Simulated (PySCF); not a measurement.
**Trend along the third period: MK molecules**

MP2 with triple-zeta basis sets in PySCF, for the lowest determinant that a PBE0 search found; no spin–orbit coupling. De refers to high-spin ground-configuration atoms.

```json
{"M": "Na", "basis": "pcseg-2", "reference, frozen orbitals": "RHF, 6", "state (unpaired electrons)": "singlet (closed shell)", "Re (Å)": "3.490", "ωe (cm⁻¹)": "125", "De (eV)": "0.42"}
{"M": "Si", "basis": "def2-TZVPP", "reference, frozen orbitals": "UHF, 10", "state (unpaired electrons)": "quartet (σ ↑, π ↑↑)", "Re (Å)": "3.067", "ωe (cm⁻¹)": "211", "De (eV)": "1.53"}
{"M": "P", "basis": "def2-TZVPP", "reference, frozen orbitals": "UHF, 10", "state (unpaired electrons)": "triplet (π ↑↑)", "Re (Å)": "3.050", "ωe (cm⁻¹)": "214", "De (eV)": "0.91"}
{"M": "S", "basis": "x2c-TZVPPall", "reference, frozen orbitals": "UHF, 10", "state (unpaired electrons)": "doublet (π ↑)", "Re (Å)": "2.846", "ωe (cm⁻¹)": "258", "De (eV)": "2.40"}
{"M": "Cl", "basis": "def2-TZVPP", "reference, frozen orbitals": "RHF, 10", "state (unpaired electrons)": "singlet (closed shell)", "Re (Å)": "2.706", "ωe (cm⁻¹)": "278", "De (eV)": "4.23"}
```

The shortest bond is that of KCl (2.706 Å), the longest that of KNa (3.490 Å). KCl is bound most strongly (4.23 eV) and KNa least (0.42 eV).

The rows differ in basis set, which adds steps of its own.

The state changes along the series, so neighbouring rows are not always alike in their bonding.

Correlated steps freeze the inner cores (6 to 10 orbitals); shallow outer-core shells are correlated. Weak bonds: KNa. Basis-set superposition, not corrected here, can be much of De in a small basis, most of all at correlated wavefunction levels. Where the molecule has an RHF reference, its open-shell atoms are computed with UHF. States were picked by a PBE0 search and need not be the measured ground states.
